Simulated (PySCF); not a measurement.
## Ionisation energy of As(2+) by level of theory

As(2+) [Ar] 3d10 4s2 4p1 (2P) → As(3+) [Ar] 3d10 4s2 (1S), as a difference of total energies. All numbers are calculated (PySCF 2.14, a scalar-relativistic core potential, in cc-pVTZ-PP with ECP10MDF (5s4p3d1f, 39 functions)). Correlated levels: valence: 3s2 3p6 3d10 frozen. The calculations carry no spin-orbit coupling.

| method | ionisation energy (eV) | difference from reference (eV) |
| --- | --- | --- |
| UHF | 27.475 | -0.874 |
| r2SCAN | 28.255 | -0.094 |
| PBE0 | 28.026 | -0.323 |
| MP2 (valence) | 27.734 | -0.615 |
| SCS-MP2 (valence) | 27.723 | -0.626 |
| CCSD (valence) | 27.815 | -0.534 |
| CCSD(T) (valence) | 27.834 | -0.515 |

Reference: 28.349 ± 0.012 eV (measured; NIST Atomic Spectra Database, ionization energies).

The reference lies between the lowest fine-structure levels, while these numbers refer to the centres of the terms.

Errors of the correlated levels include the incompleteness of this basis and the frozen core.
